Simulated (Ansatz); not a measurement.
Reaction (cleavage of the B–Ge bond): `[BH2][GeH2][CH]=O` + `[AsH3]` → `B[AsH2]` + `O=[CH][GeH3]`

Program: Ansatz. Geometries: PBE0-D4/def2-TZVP. ΔE: electronic, gas phase. CBS: MP2 limit from def2 TZ/QZ plus the TZ coupled-cluster correction, frozen cores. Functionals use def2-TZVPP. For As, Ge outer-core shells are correlated without core-valence functions, which leaves a few kJ/mol of doubt a bond. Scalar relativity is left out up to krypton. One conformer a species, not always the lowest.

`[BH2][GeH2][CH]=O`:

```xyz
9

B    -0.792    0.815   -1.290
Ge   -0.558   -0.072    0.545
C     1.373   -0.664    0.650
O     2.213   -0.058    1.249
H    -0.962    1.991   -1.400
H    -0.706    0.149   -2.278
H    -1.378   -1.374    0.649
H    -0.826    0.815    1.768
H     1.636   -1.603    0.107
```

`[AsH3]`:

Z-matrix (Å, degrees):
```
As
H 1 1.522
H 1 1.522 2 92.0
H 1 1.522 2 92.0 3 -92.1
```

`B[AsH2]`:

```xyz
6

B     0.331   -0.088   -0.867
As   -0.584   -0.474    0.844
H    -0.294    0.360   -1.779
H     1.455   -0.457   -1.028
H     0.508   -0.120    1.828
H    -1.416    0.779    1.001
```

`O=[CH][GeH3]`:

Cartesian coordinates in Å:
```
O -0.159 -1.264 1.674
C -0.545 -0.351 0.999
Ge 0.381 0.232 -0.682
H -1.459 0.215 1.299
H 0.792 1.705 -0.526
H 1.604 -0.660 -0.915
H -0.614 0.123 -1.849
```

```
            species  r2SCANh-D4 energy (Eh)
`[BH2][GeH2][CH]=O`             -2218.06912
           `[AsH3]`             -2237.64449
          `B[AsH2]`             -2263.06597
     `O=[CH][GeH3]`             -2192.65932
```

Q: Work out ΔE.

A: ΔE = (-2263.06597) + (-2192.65932) − (-2218.06912) − (-2237.64449) = -0.01168 Eh = -7.3 kcal/mol. CCSD(T)/CBS gives -7.6 kcal/mol.

Q: What do rigid-rotor, harmonic-oscillator terms from PBE0-D4/def2-TZVP frequencies (298.15 K, 1 bar) make of the CCSD(T)/CBS value? (An estimate is asked.)

A: Ansatz gave: ΔZPE = +0.7 kcal/mol, ΔH = -7.4 kcal/mol, ΔS = 1 J/(mol·K), ΔG = -7.4 kcal/mol. Modes under 50 cm⁻¹ make the entropy rough.

Largest T1 diagnostic among the species: 0.016.

From PBE to PBE0 (25 % exact exchange), in def2-TZVPP and without D4, ΔE moves by −1.1 kcal/mol. Leaving LDA and LC-ωPBE aside and taking each functional with its dispersion term where it has one, the values, not all of them listed here, spread over 2.7 kcal/mol, from PBE-QIDH to BLYP-D4. LDA lies −0.7 kcal/mol from PBE without D4.
